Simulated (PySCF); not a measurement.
C3H7BF2, SMILES CC(C)B(F)F.

Coordinates come from a PBE-D3(BJ)/def2-SVP optimisation. Other conformers were not sampled.

The numbers are results of PBE-D3(BJ)/def2-SVP run with PySCF, not measurements.

Harmonic, unscaled wavenumbers; measured fundamentals usually lie a few per cent lower.

Computed harmonic wavenumbers and intensities:
```json
[
 {"mode": "1", "ν (cm⁻¹)": "21", "IR (km/mol)": "0.0", "moving atoms (share of kinetic energy)": "F 57 %, C 28 %, H 15 %"},
 {"mode": "2", "ν (cm⁻¹)": "183", "IR (km/mol)": "0.5", "moving atoms (share of kinetic energy)": "F 42 %, C 38 %, H 18 %"},
 {"mode": "3", "ν (cm⁻¹)": "198", "IR (km/mol)": "0.9", "moving atoms (share of kinetic energy)": "H 66 %, C 19 %, F 12 %"},
 {"mode": "4", "ν (cm⁻¹)": "221", "IR (km/mol)": "0.1", "moving atoms (share of kinetic energy)": "H 98 %"},
 {"mode": "5", "ν (cm⁻¹)": "275", "IR (km/mol)": "1.4", "moving atoms (share of kinetic energy)": "H 56 %, C 25 %, F 14 %"},
 {"mode": "6", "ν (cm⁻¹)": "335", "IR (km/mol)": "0.7", "moving atoms (share of kinetic energy)": "C 49 %, H 37 %"},
 {"mode": "7", "ν (cm⁻¹)": "422", "IR (km/mol)": "0.0", "moving atoms (share of kinetic energy)": "F 46 %, C 33 %, H 12 %, B 9 %"},
 {"mode": "8", "ν (cm⁻¹)": "459", "IR (km/mol)": "12.1", "moving atoms (share of kinetic energy)": "F 50 %, C 29 %, H 15 %"},
 {"mode": "9", "ν (cm⁻¹)": "630", "IR (km/mol)": "15.1", "moving atoms (share of kinetic energy)": "B 44 %, F 33 %, H 12 %, C 10 %"},
 {"mode": "10", "ν (cm⁻¹)": "719", "IR (km/mol)": "15.9", "moving atoms (share of kinetic energy)": "F 30 %, C 27 %, B 24 %, H 19 %"},
 {"mode": "11", "ν (cm⁻¹)": "891", "IR (km/mol)": "1.7", "moving atoms (share of kinetic energy)": "H 88 %, C 12 %"},
 {"mode": "12", "ν (cm⁻¹)": "893", "IR (km/mol)": "1.2", "moving atoms (share of kinetic energy)": "C 52 %, H 42 %"},
 {"mode": "13", "ν (cm⁻¹)": "950", "IR (km/mol)": "1.7", "moving atoms (share of kinetic energy)": "H 74 %, C 26 %"},
 {"mode": "14", "ν (cm⁻¹)": "995", "IR (km/mol)": "6.7", "moving atoms (share of kinetic energy)": "H 72 %, C 18 %, B 10 %"},
 {"mode": "15", "ν (cm⁻¹)": "1106", "IR (km/mol)": "1.4", "moving atoms (share of kinetic energy)": "C 62 %, H 36 %"},
 {"mode": "16", "ν (cm⁻¹)": "1134", "IR (km/mol)": "44.3", "moving atoms (share of kinetic energy)": "C 43 %, H 42 %, B 9 %"},
 {"mode": "17", "ν (cm⁻¹)": "1183", "IR (km/mol)": "55.3", "moving atoms (share of kinetic energy)": "H 55 %, C 19 %, B 18 %, F 8 %"},
 {"mode": "18", "ν (cm⁻¹)": "1248", "IR (km/mol)": "1.9", "moving atoms (share of kinetic energy)": "H 67 %, C 33 %"},
 {"mode": "19", "ν (cm⁻¹)": "1331", "IR (km/mol)": "44.0", "moving atoms (share of kinetic energy)": "H 70 %, C 18 %, B 9 %"},
 {"mode": "20", "ν (cm⁻¹)": "1348", "IR (km/mol)": "81.1", "moving atoms (share of kinetic energy)": "H 45 %, C 31 %, B 21 %"},
 {"mode": "21", "ν (cm⁻¹)": "1363", "IR (km/mol)": "82.6", "moving atoms (share of kinetic energy)": "H 58 %, B 20 %, C 18 %"},
 {"mode": "22", "ν (cm⁻¹)": "1370", "IR (km/mol)": "187.7", "moving atoms (share of kinetic energy)": "B 62 %, F 19 %, H 15 %"},
 {"mode": "23", "ν (cm⁻¹)": "1412", "IR (km/mol)": "16.0", "moving atoms (share of kinetic energy)": "H 91 %"},
 {"mode": "24", "ν (cm⁻¹)": "1422", "IR (km/mol)": "8.1", "moving atoms (share of kinetic energy)": "H 96 %"},
 {"mode": "25", "ν (cm⁻¹)": "1430", "IR (km/mol)": "15.3", "moving atoms (share of kinetic energy)": "H 97 %"},
 {"mode": "26", "ν (cm⁻¹)": "1442", "IR (km/mol)": "60.6", "moving atoms (share of kinetic energy)": "H 84 %, C 9 %"},
 {"mode": "27", "ν (cm⁻¹)": "2902", "IR (km/mol)": "16.8", "moving atoms (share of kinetic energy)": "H 93 %"},
 {"mode": "28", "ν (cm⁻¹)": "2966", "IR (km/mol)": "24.4", "moving atoms (share of kinetic energy)": "H 97 %"},
 {"mode": "29", "ν (cm⁻¹)": "2967", "IR (km/mol)": "25.7", "moving atoms (share of kinetic energy)": "H 97 %"},
 {"mode": "30", "ν (cm⁻¹)": "3046", "IR (km/mol)": "0.1", "moving atoms (share of kinetic energy)": "H 91 %, C 9 %"},
 {"mode": "31", "ν (cm⁻¹)": "3046", "IR (km/mol)": "41.0", "moving atoms (share of kinetic energy)": "H 91 %, C 9 %"},
 {"mode": "32", "ν (cm⁻¹)": "3068", "IR (km/mol)": "18.9", "moving atoms (share of kinetic energy)": "H 91 %, C 9 %"},
 {"mode": "33", "ν (cm⁻¹)": "3068", "IR (km/mol)": "11.7", "moving atoms (share of kinetic energy)": "H 91 %, C 9 %"}
]
```
